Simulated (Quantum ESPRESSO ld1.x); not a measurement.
Problem. Valence configurations of neutral phosphorus (all share [Ne]). Calculated with ld1.x of Quantum ESPRESSO 7.5: non-relativistic Kohn-Sham, LDA (Slater exchange, VWN5 correlation), spin-polarised, spherical densities, point nucleus; open shells are filled with parallel spins first. Order these by energy: 3s0.5 3p4.5; 3s1.5 3p3.5; 3s2 3p3; 3p5; 3s1 3p4.

Solution. From the lowest, in eV above it: 3s2 3p3 0.000; 3s1.5 3p3.5 4.067; 3s1 3p4 8.138; 3s0.5 3p4.5 13.461; 3p5 18.386. NIST lists [Ne] 3s2 3p3 as the ground configuration; this level of theory agrees among the configurations tried. The energies are those of spherical high-spin densities, not of single terms.
